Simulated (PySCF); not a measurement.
## Tb(IV) with more and more SH

Computed with PySCF 2.14.0, PBE0, def2-SVP on the ligands, density fitting, scalar-relativistic core potentials, no spin-orbit coupling, vacuum. The metal has lcecp-2-SVP with ECP53. Each complex is relaxed within the symmetry of its template. Distances are means of the shortest metal–ligand contacts, charges and spins Mulliken's; removal energies are rigid, with the ligand's formal charge and no counterpoise, so too large; for an anion taken off a cation in vacuum most of it is the attraction of opposite charges, and multiply charged cations can part far more cheaply with an electron moved from ligand to metal. lcecp potentials hold a fixed number of 4f electrons in the core, out of states, spins and gaps.

| complex | point group | M–SH (Å) | charge on M (e) | removal of one SH (eV) | strongest infrared band, degenerate modes summed (cm⁻¹) | unstable modes (below −25 cm⁻¹) |
| --- | --- | --- | --- | --- | --- | --- |
| [Tb(SH)2]2+ | C2v | 2.358 | 1.41 | 23.17 | 2565 | 0 |
| Tb(SH)4 | S4 | 2.492 | 0.64 | 9.81 | 338 | 0 |

What does the calculation give for [Tb(SH)3]+?

point group: C3, M–SH (Å): 2.421, charge on M (e): 0.91, removal of one SH (eV): 15.35, strongest infrared band, degenerate modes summed (cm⁻¹): 2678, unstable modes (below −25 cm⁻¹): 0.
```xyz
7

Tb    0.0000    0.0000   -0.0301
S     2.2010    0.3880    0.9010
H     2.3942   -0.8021    1.5253
S    -1.4365    1.7121    0.9010
H    -0.5025    2.4745    1.5253
S    -0.7645   -2.1001    0.9010
H    -1.8917   -1.6724    1.5253
```

The more ligands, the longer each bond and the weaker the last ligand is held.

Moved off a saddle point of the template and relaxed again: [Tb(SH)3]+. One start shape was tried for each, so a minimum needn't be the lowest isomer. Oxidation states forced by the potential, rare, strongly oxidising or of another configuration in reality: [Tb(SH)2]2+, [Tb(SH)3]+, Tb(SH)4.
